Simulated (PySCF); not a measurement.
## From computed data to an observable: oscillator strength and radiative lifetime

fluoromethylidenecyclobutane (C₅H₇F), SMILES FC=C1CCC1.

Geometry: B3LYP-D3(BJ)/def2-SVP. A frequency run showed that this geometry is not a minimum.

TDA-ωB97X/def2-SVPD (PySCF) puts the first singlet state with f over 0.02 at 7.37 eV (vertical), with the transition dipole (-0.410, 1.492, 0.000) in atomic units.

Find the oscillator strength, the wavelength and the radiative lifetime that this transition would have in vacuum if emission retraced absorption.


|μ|² = 2.3942 au, so |μ| = 3.93 D. ΔE = 7.37/27.211 = 0.2708 hartree. f = (2/3) ΔE |μ|² = 0.432 (the program prints 0.433).
λ = 1239.84/7.37 = 168 nm; ν = 59443 cm⁻¹.
Einstein's coefficient A = 0.6670 ν² f s⁻¹ (ν in cm⁻¹) = 1.0e9 s⁻¹, so τ = 1/A = 0.98 ns. This state is S2; the lower singlet has f = 0.010. The figure is the radiative limit of this one transition; relaxation, internal conversion, crossing to triplets and a medium change what is measured.
